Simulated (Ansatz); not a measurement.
This singlet lies 1.87 eV below the relaxed triplet at the level frozen-core CCSD(T)/cc-pVTZ // PBE0-D3(BJ)/def2-SVP (Ansatz, a program for electronic structure).

Species: CH$_{3}$FSi, SMILES `C[Si]F` (lower singlet) (charge 0, multiplicity 1).

Task: Give a relaxed geometry from PBE0-D3(BJ)/def2-SVP (Ansatz).

Result: the end point of this relaxation (outside a Z-matrix the atoms follow the SMILES, hydrogens last).
Z-matrix (Å, degrees):
```
C
H 1 1.1008
H 1 1.1053 2 108.87
H 1 1.1054 2 108.84 3 115.56
Si 1 1.8950 2 113.07 4 122.18
F 5 1.6441 1 97.85 2 179.86
```
